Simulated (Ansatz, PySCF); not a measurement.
Gas-phase reaction (SMILES): CCB(N)N [diaminoboranylethane] -> CCB([NH])N + H atom; the H-N bond at the site shown breaks (other sites are not compared here).

Structures are relaxed separately at B3LYP-D3(BJ)/def2-TZVP in Ansatz (a first-principles code), one conformer each, not searched for the lowest. Cores are frozen in the correlated levels unless marked. UHF or UKS for open shells. Spin-orbit coupling is left out. Non-relativistic. CBS marks a two-point X^-3 extrapolation of the correlation energy; Hartree-Fock from the larger set. Thermal terms are rigid-rotor harmonic-oscillator values from B3LYP-D3(BJ) frequencies (Ansatz or PySCF) at 298.15 K and 1 atm. 1 Eh = 627.5095 kcal/mol. Atoms have translation alone.

```
species     E, CCSD(T)/CBS(cc-pVTZ,cc-pVQZ) (Ansatz) (Eh)  E, r2SCAN-D4/def2-TZVPD (Ansatz + dftd4) (Eh)  H - E (Eh)
----------  ---------------------------------------------  ---------------------------------------------  ----------
CCB(N)N                                        -215.81156                                     -216.03826     0.13139
CCB([NH])N                                     -215.11774                                     -215.35485     0.11716
H atom                                           -0.49995                                       -0.49993     0.00236
```

Q: Work out ΔE and ΔH at 298.15 K at the first level, then ΔH at the second.

A: 
1. ΔE = [(-215.11774) + (-0.49995)] - [(-215.81156)] = 0.19387 Eh = 121.7 kcal/mol at CCSD(T)/CBS(cc-pVTZ,cc-pVQZ).
2. The terms H - E add up to -0.01187 Eh, so ΔH = (0.19387 + (-0.01187))×627.5095 = 114.2 kcal/mol.
3. At r2SCAN-D4/def2-TZVPD the same steps give ΔE = 115.1 and ΔH = 107.7 kcal/mol, a shift of -6.5 from the first level.
4. These values are not checked against measurement here, since the tables used lack a sound gas-phase enthalpy of formation for at least one species.
